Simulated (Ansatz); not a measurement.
A nudged elastic band was laid between two geometries of Cl + ClF5Mo (8 atoms, charge 0, multiplicity 2).

The calculation used UKS PBE/def2-SVP (Ansatz 0.2.0).

| Item | Value |
| --- | --- |
| movable images | 7 |
| climbing image | yes |
| spring | 5.0 eV/Å² |
| optimiser | quadratic models (default) |
| start path | through a guess of the saddle point |
| force threshold | 0.03 eV/Å |
| iteration limit | 28 |
| end points | relaxed |

Image 0:

```xyz
8
Properties=species:S:1:pos:R:3
Mo 0.000 -0.024 -0.056
F 0.000 -0.358 1.769
F 1.846 -0.062 -0.053
Cl 0.000 2.233 0.289
F -1.846 -0.062 -0.053
F 0.000 -1.856 -0.331
F 0.000 0.202 -1.888
Cl 0.000 0.466 4.392
```

Image 8:

```xyz
8
Properties=species:S:1:pos:R:3
Mo 0.122 -0.001 0.010
F 0.657 -0.266 1.770
F 1.886 -0.095 -0.526
Cl 0.264 2.264 0.264
F -1.643 0.006 0.542
F 0.012 -1.840 -0.176
F -0.400 0.176 -1.751
Cl -0.898 0.296 3.938
```

**Question.** What changes between the two ends?

**Answer.** No bond is made or broken.

**Question.** Give the energies along the band, and the barrier.

**Answer.** The run converged. The highest image is number 0 of 0 to 8, 0.000 eV above the first end and 0.018 eV above the last; the last end lies 0.018 eV below the first. The highest image is an end point: on this band no image between the ends rises above it. Inner images lie up to 0.011 eV below the lower end, so the ends aren't the lowest states on this path.

```json
{"image": "0", "path coordinate (Å)": "0.00", "energy (eV)": "0.000"}
{"image": "1", "path coordinate (Å)": "0.65", "energy (eV)": "-0.026"}
{"image": "2", "path coordinate (Å)": "1.29", "energy (eV)": "-0.029"}
{"image": "3", "path coordinate (Å)": "1.94", "energy (eV)": "-0.021"}
{"image": "4", "path coordinate (Å)": "2.59", "energy (eV)": "-0.017"}
{"image": "5", "path coordinate (Å)": "3.23", "energy (eV)": "-0.016"}
{"image": "6", "path coordinate (Å)": "3.47", "energy (eV)": "-0.017"}
{"image": "7", "path coordinate (Å)": "3.70", "energy (eV)": "-0.017"}
{"image": "8", "path coordinate (Å)": "3.94", "energy (eV)": "-0.018"}
```

The band took 22 iterations and roughly 100 core-minutes.

Time of the run: 26 min on 4 threads of Arm Neoverse V2, on a shared host, peak memory 0.46 GiB.
